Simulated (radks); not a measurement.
Spherical quantum dot in the effective-mass picture: electrons in a hard-walled sphere of radius 3.16, with a point charge +1 (a donor) at the centre, all in effective atomic units (hartree* = m*/eps^2 hartree, bohr* = eps/m* bohr), one dielectric constant everywhere. Method: non-relativistic Kohn-Sham, LDA (Slater exchange, Perdew-Wang correlation), spin-polarised, spherical densities; computed with a radial shooting solver with Libxc functionals. Levels are named by radial order and angular momentum (1s, 1p, 1d, 2s, ...), and open shells are averaged over m. Results are scaled to m* = 0.442 and eps = 15.8, for which hartree* = 48.18 meV and bohr* = 1.892 nm.

N = 11, configuration 1s2 1p6 1d(up 3, down 0). This is the lowest configuration that the search found. Occupied and some empty levels:

level,occupation,eigenvalue (meV),<r> (nm)
1s up,1,214.68,3.238
1s down,1,217.30,3.180
1p up,3,235.53,3.836
1p down,3,238.88,3.823
1d up,3,262.01,4.085
1d down,0,265.56,4.081
2s up,0,271.95,2.665
2s down,0,273.48,2.701
1f up,0,295.64,4.257
1f down,0,299.26,4.257
2p up,0,332.59,3.085
2p down,0,334.55,3.083

Energy (meV): total 1398.40, kinetic 607.89, external -296.75, Hartree 1312.3, exchange-correlation -225.03.
